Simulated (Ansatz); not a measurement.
Ansatz (an electronic-structure program) input for C2H8FNSi2, SMILES N[SiH2]/C(F)=C\[SiH3], PBE/def2-SVPD. The structure is a stationary point at TPSSh-D3(BJ)/def2-SVP. The structure was generated by enumeration; whether it is a known compound was not checked. One conformer was computed; it need not be the lowest.

Ansatz 0.2 input:
```yaml
crystal:
  periodic: [false, false, false]
  atoms:
    - {symbol: N, position_ang: [2.49128629, -1.01497617, 0.43641153]}
    - {symbol: Si, position_ang: [1.14475227, -0.70664047, -0.60665321]}
    - {symbol: C, position_ang: [0.11838733, 0.83958504, -0.19301229]}
    - {symbol: F, position_ang: [0.85103011, 1.98459178, -0.33234731]}
    - {symbol: C, position_ang: [-1.15963995, 0.93954336, 0.21168143]}
    - {symbol: Si, position_ang: [-2.34386167, -0.48892818, 0.49451626]}
    - {symbol: H, position_ang: [3.32571054, -0.43993054, 0.34157643]}
    - {symbol: H, position_ang: [2.32465687, -1.23356468, 1.41656779]}
    - {symbol: H, position_ang: [0.19811005, -1.84980039, -0.53298963]}
    - {symbol: H, position_ang: [1.68363599, -0.51137073, -1.97582485]}
    - {symbol: H, position_ang: [-1.53117695, 1.95838980, 0.39257232]}
    - {symbol: H, position_ang: [-1.78096923, -1.49278126, 1.44092525]}
    - {symbol: H, position_ang: [-3.59154294, 0.06869670, 1.08284982]}
    - {symbol: H, position_ang: [-2.69165198, -1.19294112, -0.77152936]}
basis:
  gaussian:
    orbitals: def2-SVPD
hamiltonian:
  xc: {name: PBE}
```

Output:

```
WARN ansatz: RAYON_NUM_THREADS=2 ignored (pool sized by the plan → 2); use --threads N
Functional definition: PBE
integrals: 0.15 GiB planned
1666 factors; their error is unknown
mean field: 0.96 GiB planned
mean field evaluation 1: about -22129.3239 eV, gradient 7.4e1 eV
mean field evaluation 2: about -22098.2684 eV, gradient 1.3e2 eV
mean field evaluation 4: about -22141.0866 eV, gradient 1.4e1 eV
mean field evaluation 8: about -22141.5800 eV, gradient 3.5e-1 eV
mean field evaluation 16: about -22141.5154 eV, gradient 6.9e-4 eV
mean field -22141.51544224 eV, -813.6856844442 hartree, gradient 6.2e-5 eV, S^2 0.000000; 0 other end points of the search recorded, 0 dependent functions left out
reference -22141.51549800 eV, -813.6856864932 hartree; 32, 32 occupied and 163, 163 virtual orbitals, 1666 factors
Total energy: -22141.51549800 eV, -813.6856864932 hartree
```

The calculation finished and met its thresholds.

Cost: roughly 8 core-seconds.
